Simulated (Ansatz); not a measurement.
A short molecular-dynamics run on C2H5AlO, SMILES `C[CH]1[O][AlH]1`.

```yaml
crystal:
  periodic: [false, false, false]
  atoms:
    - {symbol: C, position_ang: [0.149816, 0.638437, -1.058337]}
    - {symbol: C, position_ang: [0.082815, -0.530545, -0.119834]}
    - {symbol: O, position_ang: [0.998161, -0.413506, 1.044979]}
    - {symbol: Al, position_ang: [-0.593602, -0.544989, 1.648643]}
    - {symbol: H, position_ang: [1.142217, 0.700559, -1.521070]}
    - {symbol: H, position_ang: [-0.040888, 1.589939, -0.556124]}
    - {symbol: H, position_ang: [-0.588127, 0.523967, -1.857183]}
    - {symbol: H, position_ang: [0.251850, -1.475049, -0.642912]}
    - {symbol: H, position_ang: [-1.313743, -0.535215, 3.044838]}
basis:
  gaussian: {orbitals: def2-SVP}
hamiltonian: {xc: {name: r2SCAN}}
md: {timestep: 1 fs, n_steps: 30, ensemble: nve, temperature: 300, initial_velocities: maxwell_boltzmann, seed: 804}
```

```sh
$ ansatz run in.yaml --threads 2 --pin off --events-out ev --progress --plain --max-ram 4352MiB
```

```
step  time (fs)  potential energy (eV)  kinetic (eV)  T (K)  conserved (eV)
   0        0.0            -10790.0659        0.2714    300     -10789.7944
   1        1.0            -10790.0528        0.2586    286     -10789.7942
   2        2.0            -10790.0296        0.2355    260     -10789.7941
   3        3.0            -10789.9981        0.2041    226     -10789.7940
   4        4.0            -10789.9608        0.1673    185     -10789.7935
   5        5.0            -10789.9252        0.1323    146     -10789.7929
   6        6.0            -10789.9009        0.1084    120     -10789.7925
   7        7.0            -10789.8938        0.1011    112     -10789.7927
   8        8.0            -10789.9014        0.1082    120     -10789.7932
   9        9.0            -10789.9160        0.1224    135     -10789.7936
  10       10.0            -10789.9310        0.1373    152     -10789.7937
  11       11.0            -10789.9440        0.1503    166     -10789.7937
  12       12.0            -10789.9554        0.1616    179     -10789.7938
  13       13.0            -10789.9635        0.1695    187     -10789.7941
  14       14.0            -10789.9641        0.1698    188     -10789.7943
  15       15.0            -10789.9543        0.1602    177     -10789.7941
  16       16.0            -10789.9363        0.1426    158     -10789.7937
  17       17.0            -10789.9162        0.1228    136     -10789.7934
  18       18.0            -10789.8986        0.1052    116     -10789.7934
  19       19.0            -10789.8839        0.0904    100     -10789.7935
  20       20.0            -10789.8702        0.0768     85     -10789.7935
  21       21.0            -10789.8583        0.0651     72     -10789.7932
  22       22.0            -10789.8524        0.0594     66     -10789.7929
  23       23.0            -10789.8561        0.0630     70     -10789.7930
  24       24.0            -10789.8675        0.0740     82     -10789.7935
  25       25.0            -10789.8801        0.0863     95     -10789.7938
  26       26.0            -10789.8893        0.0957    106     -10789.7937
  27       27.0            -10789.8967        0.1034    114     -10789.7933
  28       28.0            -10789.9075        0.1143    126     -10789.7931
  29       29.0            -10789.9247        0.1314    145     -10789.7933
  30       30.0            -10789.9456        0.1519    168     -10789.7937
```

Velocities are drawn at the set temperature; a run this short doesn't reach equilibrium.

Frames (Å, forces in eV/Å):

```xyz
9
time=0.0 fs
C     0.150    0.638   -1.058   -0.039   -0.106    0.089
C     0.083   -0.531   -0.120   -0.020    0.136   -0.070
O     0.998   -0.414    1.045    0.553    0.062   -0.047
Al   -0.594   -0.545    1.649   -0.581   -0.041    0.423
H     1.142    0.701   -1.521    0.277    0.023   -0.127
H    -0.041    1.590   -0.556   -0.049    0.270    0.132
H    -0.588    0.524   -1.857   -0.189   -0.019   -0.232
H     0.252   -1.475   -0.643    0.050   -0.330   -0.210
H    -1.314   -0.535    3.045   -0.001    0.005    0.042
9
time=1.0 fs
C     0.151    0.637   -1.063   -0.161   -0.053    0.020
C     0.083   -0.520   -0.128   -0.078   -0.266    0.402
O     0.995   -0.416    1.049    0.667    0.113   -0.142
Al   -0.591   -0.547    1.651   -0.765   -0.005    0.438
H     1.138    0.707   -1.524    0.428    0.013   -0.227
H    -0.040    1.582   -0.553   -0.110    0.375    0.092
H    -0.591    0.501   -1.856   -0.148    0.088   -0.218
H     0.240   -1.479   -0.629    0.068   -0.258   -0.275
H    -1.341   -0.528    3.045    0.098   -0.007   -0.088
9
time=2.0 fs
C     0.152    0.636   -1.067   -0.222    0.114   -0.129
C     0.082   -0.509   -0.136   -0.113   -0.789    0.814
O     0.993   -0.418    1.052    0.765    0.162   -0.235
Al   -0.588   -0.549    1.654   -0.931    0.035    0.434
H     1.139    0.713   -1.528    0.431   -0.003   -0.257
H    -0.041    1.577   -0.550   -0.141    0.368   -0.006
H    -0.596    0.479   -1.857   -0.048    0.202   -0.143
H     0.228   -1.485   -0.618    0.070   -0.068   -0.279
H    -1.367   -0.521    3.045    0.189   -0.021   -0.199
9
time=3.0 fs
C     0.153    0.634   -1.071   -0.188    0.374   -0.318
C     0.082   -0.499   -0.143   -0.137   -1.347    1.172
O     0.991   -0.420    1.056    0.843    0.204   -0.322
Al   -0.586   -0.551    1.657   -1.065    0.077    0.400
H     1.143    0.719   -1.535    0.282   -0.026   -0.210
H    -0.042    1.576   -0.546   -0.142    0.268   -0.147
H    -0.601    0.459   -1.859    0.075    0.311   -0.046
H     0.218   -1.492   -0.610    0.066    0.173   -0.250
H    -1.392   -0.514    3.042    0.265   -0.034   -0.277
9
time=4.0 fs
C     0.154    0.633   -1.076   -0.071    0.670   -0.493
C     0.081   -0.491   -0.149   -0.160   -1.831    1.482
O     0.990   -0.422    1.059    0.897    0.237   -0.400
Al   -0.584   -0.553    1.661   -1.157    0.119    0.330
H     1.150    0.725   -1.545    0.042   -0.056   -0.113
H    -0.045    1.578   -0.544   -0.119    0.123   -0.302
H    -0.605    0.442   -1.861    0.180    0.403    0.032
H     0.208   -1.497   -0.604    0.069    0.383   -0.221
H    -1.414   -0.508    3.037    0.319   -0.047   -0.315
9
time=5.0 fs
C     0.155    0.633   -1.081    0.083    0.927   -0.605
C     0.081   -0.483   -0.154   -0.187   -2.151    1.740
O     0.989   -0.423    1.062    0.926    0.258   -0.465
Al   -0.583   -0.555    1.664   -1.200    0.159    0.224
H     1.158    0.730   -1.555   -0.203   -0.086   -0.003
H    -0.049    1.580   -0.545   -0.086   -0.009   -0.431
H    -0.607    0.429   -1.863    0.238    0.463    0.063
H     0.198   -1.498   -0.601    0.085    0.498   -0.212
H    -1.432   -0.502    3.029    0.345   -0.058   -0.310
9
time=6.0 fs
C     0.156    0.633   -1.087    0.224    1.084   -0.620
C     0.080   -0.478   -0.157   -0.218   -2.253    1.933
O     0.989   -0.425    1.065    0.927    0.266   -0.516
Al   -0.582   -0.557    1.667   -1.191    0.195    0.082
H     1.163    0.735   -1.565   -0.380   -0.110    0.085
H    -0.054    1.583   -0.550   -0.054   -0.084   -0.506
H    -0.607    0.420   -1.865    0.234    0.485    0.035
H     0.190   -1.495   -0.599    0.115    0.483   -0.230
H    -1.448   -0.497    3.018    0.342   -0.067   -0.263
9
time=7.0 fs
C     0.157    0.634   -1.093    0.313    1.108   -0.531
C     0.079   -0.474   -0.159   -0.249   -2.127    2.050
O     0.990   -0.426    1.067    0.902    0.262   -0.551
Al   -0.581   -0.559    1.671   -1.131    0.227   -0.092
H     1.165    0.738   -1.574   -0.442   -0.124    0.130
H    -0.060    1.585   -0.560   -0.031   -0.078   -0.512
H    -0.605    0.416   -1.866    0.172    0.467   -0.044
H     0.182   -1.487   -0.599    0.155    0.338   -0.272
H    -1.460   -0.492    3.004    0.311   -0.072   -0.177
9
time=8.0 fs
C     0.158    0.636   -1.099    0.319    0.991   -0.354
C     0.078   -0.472   -0.160   -0.277   -1.812    2.080
O     0.990   -0.428    1.070    0.853    0.247   -0.573
Al   -0.581   -0.561    1.674   -1.024    0.252   -0.289
H     1.163    0.740   -1.583   -0.376   -0.125    0.122
H    -0.066    1.586   -0.575   -0.020    0.007   -0.448
H    -0.602    0.416   -1.868    0.072    0.413   -0.154
H     0.176   -1.476   -0.602    0.200    0.100   -0.327
H    -1.470   -0.488    2.989    0.253   -0.074   -0.058
9
time=9.0 fs
C     0.160    0.639   -1.106    0.224    0.759   -0.121
C     0.077   -0.471   -0.158   -0.295   -1.393    2.011
O     0.992   -0.429    1.071    0.782    0.223   -0.582
Al   -0.581   -0.562    1.677   -0.879    0.272   -0.499
H     1.157    0.742   -1.590   -0.194   -0.114    0.067
H    -0.072    1.587   -0.594   -0.018    0.151   -0.330
H    -0.597    0.421   -1.871   -0.035    0.333   -0.260
H     0.172   -1.464   -0.609    0.241   -0.158   -0.369
H    -1.477   -0.484    2.973    0.175   -0.073    0.081
9
time=10.0 fs
C     0.161    0.642   -1.113    0.025    0.465    0.124
C     0.075   -0.472   -0.156   -0.295   -0.983    1.825
O     0.994   -0.430    1.073    0.692    0.194   -0.579
Al   -0.582   -0.564    1.680   -0.710    0.285   -0.703
H     1.149    0.742   -1.596    0.061   -0.095   -0.018
H    -0.078    1.589   -0.616   -0.017    0.307   -0.186
H    -0.593    0.428   -1.877   -0.111    0.242   -0.326
H     0.170   -1.453   -0.618    0.268   -0.344   -0.365
H    -1.482   -0.482    2.958    0.087   -0.070    0.226
9
time=11.0 fs
C     0.163    0.646   -1.120   -0.241    0.180    0.337
C     0.073   -0.473   -0.151   -0.270   -0.678    1.511
O     0.996   -0.431    1.074    0.587    0.165   -0.566
Al   -0.583   -0.566    1.683   -0.535    0.293   -0.879
H     1.142    0.741   -1.603    0.315   -0.075   -0.099
H    -0.084    1.595   -0.640   -0.003    0.416   -0.052
H    -0.590    0.438   -1.885   -0.128    0.150   -0.323
H     0.171   -1.446   -0.632    0.273   -0.385   -0.286
H    -1.486   -0.480    2.945    0.003   -0.067    0.357
9
time=12.0 fs
C     0.165    0.650   -1.126   -0.502   -0.026    0.484
C     0.071   -0.475   -0.146   -0.214   -0.507    1.081
O     0.999   -0.431    1.075    0.469    0.139   -0.543
Al   -0.584   -0.567    1.686   -0.374    0.298   -1.005
H     1.138    0.739   -1.610    0.476   -0.062   -0.134
H    -0.091    1.604   -0.664    0.036    0.427    0.042
H    -0.588    0.449   -1.897   -0.081    0.067   -0.249
H     0.175   -1.442   -0.648    0.251   -0.272   -0.127
H    -1.491   -0.478    2.936   -0.060   -0.065    0.451
9
time=13.0 fs
C     0.166    0.654   -1.132   -0.676   -0.117    0.547
C     0.069   -0.477   -0.139   -0.132   -0.428    0.578
O     1.002   -0.432    1.075    0.343    0.117   -0.512
Al   -0.585   -0.568    1.688   -0.244    0.302   -1.062
H     1.138    0.737   -1.619    0.479   -0.060   -0.093
H    -0.097    1.618   -0.688    0.104    0.323    0.088
H    -0.587    0.461   -1.912    0.010   -0.007   -0.122
H     0.180   -1.441   -0.665    0.206   -0.065    0.082
H    -1.496   -0.478    2.931   -0.090   -0.065    0.494
9
time=14.0 fs
C     0.166    0.658   -1.138   -0.718   -0.108    0.537
C     0.067   -0.479   -0.132   -0.030   -0.365    0.063
O     1.005   -0.433    1.075    0.210    0.101   -0.472
Al   -0.586   -0.569    1.690   -0.154    0.306   -1.044
H     1.143    0.734   -1.629    0.324   -0.067    0.023
H    -0.102    1.635   -0.711    0.189    0.130    0.098
H    -0.586    0.473   -1.927    0.112   -0.075    0.023
H     0.188   -1.440   -0.681    0.148    0.146    0.295
H    -1.501   -0.477    2.930   -0.080   -0.068    0.477
9
time=15.0 fs
C     0.166    0.661   -1.143   -0.638   -0.051    0.490
C     0.064   -0.482   -0.125    0.078   -0.254   -0.404
O     1.008   -0.433    1.075    0.074    0.090   -0.424
Al   -0.587   -0.570    1.691   -0.105    0.310   -0.957
H     1.151    0.731   -1.638    0.074   -0.077    0.181
H    -0.105    1.653   -0.734    0.271   -0.095    0.099
H    -0.584    0.484   -1.942    0.191   -0.138    0.148
H     0.197   -1.439   -0.695    0.085    0.289    0.464
H    -1.508   -0.478    2.934   -0.030   -0.074    0.403
9
time=16.0 fs
C     0.166    0.665   -1.148   -0.484   -0.008    0.452
C     0.062   -0.485   -0.118    0.180   -0.063   -0.780
O     1.011   -0.434    1.075   -0.062    0.085   -0.369
Al   -0.589   -0.571    1.692   -0.086    0.315   -0.820
H     1.160    0.726   -1.646   -0.178   -0.085    0.331
H    -0.106    1.670   -0.755    0.329   -0.288    0.113
H    -0.580    0.494   -1.956    0.223   -0.197    0.229
H     0.207   -1.434   -0.704    0.029    0.323    0.555
H    -1.515   -0.479    2.942    0.048   -0.082    0.289
9
time=17.0 fs
C     0.165    0.669   -1.152   -0.308   -0.025    0.459
C     0.060   -0.488   -0.112    0.264    0.215   -1.039
O     1.015   -0.434    1.074   -0.196    0.086   -0.308
Al   -0.590   -0.572    1.693   -0.082    0.319   -0.657
H     1.167    0.721   -1.650   -0.355   -0.086    0.435
H    -0.103    1.684   -0.775    0.350   -0.405    0.153
H    -0.574    0.502   -1.968    0.199   -0.252    0.250
H     0.218   -1.426   -0.708   -0.013    0.238    0.554
H    -1.521   -0.481    2.953    0.141   -0.090    0.153
9
time=18.0 fs
C     0.164    0.672   -1.157   -0.152   -0.130    0.527
C     0.058   -0.491   -0.107    0.322    0.565   -1.174
O     1.018   -0.434    1.073   -0.323    0.093   -0.241
Al   -0.591   -0.573    1.694   -0.079    0.322   -0.495
H     1.171    0.716   -1.651   -0.412   -0.082    0.470
H    -0.097    1.694   -0.794    0.326   -0.422    0.220
H    -0.566    0.507   -1.977    0.122   -0.297    0.215
H     0.228   -1.416   -0.706   -0.037    0.047    0.461
H    -1.526   -0.484    2.965    0.232   -0.096    0.017
9
time=19.0 fs
C     0.163    0.676   -1.160   -0.049   -0.324    0.651
C     0.056   -0.494   -0.103    0.353    0.945   -1.200
O     1.021   -0.435    1.072   -0.443    0.107   -0.173
Al   -0.593   -0.574    1.694   -0.065    0.323   -0.354
H     1.171    0.709   -1.647   -0.335   -0.074    0.431
H    -0.088    1.701   -0.811    0.261   -0.340    0.307
H    -0.557    0.510   -1.984    0.014   -0.329    0.142
H     0.238   -1.406   -0.700   -0.044   -0.208    0.299
H    -1.529   -0.488    2.978    0.309   -0.099   -0.103
9
time=20.0 fs
C     0.161    0.679   -1.163   -0.022   -0.587    0.807
C     0.055   -0.496   -0.100    0.365    1.285   -1.159
O     1.024   -0.435    1.071   -0.553    0.128   -0.105
Al   -0.594   -0.574    1.694   -0.032    0.321   -0.248
H     1.167    0.702   -1.639   -0.142   -0.066    0.326
H    -0.077    1.704   -0.824    0.165   -0.186    0.400
H    -0.548    0.509   -1.990   -0.098   -0.339    0.060
H     0.247   -1.397   -0.692   -0.045   -0.456    0.112
H    -1.529   -0.493    2.989    0.362   -0.099   -0.193
9
time=21.0 fs
C     0.160    0.682   -1.166   -0.069   -0.873    0.957
C     0.054   -0.496   -0.097    0.375    1.498   -1.109
O     1.026   -0.435    1.070   -0.651    0.157   -0.042
Al   -0.596   -0.574    1.694    0.023    0.316   -0.185
H     1.162    0.694   -1.627    0.120   -0.059    0.183
H    -0.064    1.705   -0.834    0.055   -0.011    0.479
H    -0.539    0.505   -1.995   -0.181   -0.322    0.002
H     0.256   -1.393   -0.682   -0.059   -0.609   -0.038
H    -1.525   -0.498    2.999    0.388   -0.097   -0.247
9
time=22.0 fs
C     0.159    0.684   -1.168   -0.148   -1.121    1.063
C     0.053   -0.496   -0.096    0.403    1.515   -1.097
O     1.028   -0.435    1.069   -0.737    0.192    0.012
Al   -0.597   -0.575    1.694    0.099    0.309   -0.169
H     1.159    0.685   -1.614    0.365   -0.052    0.039
H    -0.050    1.706   -0.839   -0.049    0.118    0.519
H    -0.532    0.498   -2.000   -0.213   -0.272   -0.004
H     0.264   -1.395   -0.672   -0.103   -0.597   -0.104
H    -1.518   -0.505    3.006    0.383   -0.091   -0.260
9
time=23.0 fs
C     0.157    0.685   -1.169   -0.184   -1.276    1.099
C     0.052   -0.494   -0.095    0.451    1.332   -1.129
O     1.030   -0.435    1.068   -0.809    0.232    0.054
Al   -0.598   -0.575    1.695    0.195    0.301   -0.199
H     1.158    0.676   -1.601    0.500   -0.042   -0.064
H    -0.037    1.708   -0.840   -0.130    0.145    0.506
H    -0.528    0.489   -2.005   -0.189   -0.193    0.044
H     0.272   -1.403   -0.664   -0.181   -0.415   -0.080
H    -1.507   -0.512    3.010    0.349   -0.084   -0.231
9
time=24.0 fs
C     0.156    0.685   -1.169   -0.108   -1.314    1.062
C     0.052   -0.491   -0.096    0.503    1.012   -1.166
O     1.031   -0.435    1.066   -0.866    0.273    0.081
Al   -0.600   -0.575    1.694    0.306    0.292   -0.273
H     1.163    0.667   -1.588    0.461   -0.021   -0.102
H    -0.025    1.712   -0.835   -0.183    0.055    0.436
H    -0.525    0.478   -2.010   -0.126   -0.093    0.129
H     0.277   -1.414   -0.656   -0.276   -0.128   -0.004
H    -1.493   -0.521    3.013    0.289   -0.076   -0.163
9
time=25.0 fs
C     0.154    0.684   -1.168    0.098   -1.254    0.982
C     0.052   -0.488   -0.097    0.537    0.648   -1.156
O     1.031   -0.435    1.065   -0.906    0.312    0.091
Al   -0.601   -0.575    1.694    0.424    0.284   -0.385
H     1.172    0.657   -1.576    0.260    0.012   -0.081
H    -0.015    1.716   -0.826   -0.212   -0.120    0.323
H    -0.523    0.466   -2.014   -0.048    0.014    0.219
H     0.280   -1.427   -0.648   -0.363    0.172    0.070
H    -1.476   -0.530    3.014    0.209   -0.067   -0.063
9
time=26.0 fs
C     0.152    0.683   -1.166    0.390   -1.139    0.896
C     0.053   -0.484   -0.099    0.531    0.321   -1.062
O     1.031   -0.434    1.064   -0.927    0.346    0.087
Al   -0.602   -0.575    1.694    0.541    0.278   -0.520
H     1.184    0.648   -1.565   -0.025    0.057   -0.034
H    -0.007    1.719   -0.815   -0.226   -0.317    0.192
H    -0.522    0.453   -2.015    0.016    0.112    0.283
H     0.280   -1.438   -0.640   -0.419    0.402    0.102
H    -1.457   -0.539    3.014    0.119   -0.058    0.057
9
time=27.0 fs
C     0.151    0.680   -1.164    0.693   -1.015    0.836
C     0.054   -0.479   -0.102    0.475    0.082   -0.873
O     1.031   -0.434    1.063   -0.928    0.371    0.069
Al   -0.603   -0.574    1.694    0.643    0.273   -0.662
H     1.195    0.639   -1.554   -0.294    0.105    0.005
H    -0.001    1.720   -0.801   -0.235   -0.467    0.069
H    -0.521    0.442   -2.014    0.047    0.190    0.299
H     0.276   -1.445   -0.631   -0.430    0.512    0.075
H    -1.436   -0.550    3.015    0.030   -0.051    0.181
9
time=28.0 fs
C     0.150    0.676   -1.161    0.938   -0.909    0.812
C     0.056   -0.475   -0.106    0.371   -0.051   -0.593
O     1.029   -0.433    1.062   -0.908    0.388    0.039
Al   -0.603   -0.574    1.693    0.715    0.272   -0.784
H     1.203    0.631   -1.543   -0.470    0.148    0.011
H     0.002    1.715   -0.787   -0.244   -0.525   -0.023
H    -0.519    0.433   -2.010    0.039    0.239    0.261
H     0.267   -1.447   -0.621   -0.397    0.484   -0.012
H    -1.416   -0.560    3.018   -0.045   -0.045    0.288
9
time=29.0 fs
C     0.150    0.672   -1.157    1.077   -0.833    0.812
C     0.058   -0.470   -0.110    0.230   -0.086   -0.243
O     1.028   -0.431    1.061   -0.866    0.393   -0.001
Al   -0.604   -0.574    1.692    0.744    0.271   -0.862
H     1.207    0.625   -1.532   -0.510    0.181   -0.024
H     0.004    1.706   -0.773   -0.253   -0.470   -0.071
H    -0.517    0.426   -2.003   -0.004    0.259    0.176
H     0.255   -1.445   -0.611   -0.325    0.324   -0.143
H    -1.396   -0.572    3.023   -0.093   -0.040    0.357
9
time=30.0 fs
C     0.151    0.667   -1.153    1.085   -0.781    0.811
C     0.060   -0.466   -0.114    0.070   -0.063    0.145
O     1.026   -0.430    1.061   -0.804    0.388   -0.052
Al   -0.604   -0.573    1.691    0.721    0.270   -0.877
H     1.206    0.620   -1.522   -0.407    0.202   -0.099
H     0.003    1.692   -0.759   -0.263   -0.309   -0.074
H    -0.515    0.422   -1.995   -0.067    0.254    0.067
H     0.239   -1.439   -0.602   -0.229    0.075   -0.293
H    -1.377   -0.583    3.032   -0.108   -0.035    0.372
```

Hardware: 2 threads of an Arm Neoverse V2 on a shared host. Wall time 66 s, peak host memory 0.13 GiB.
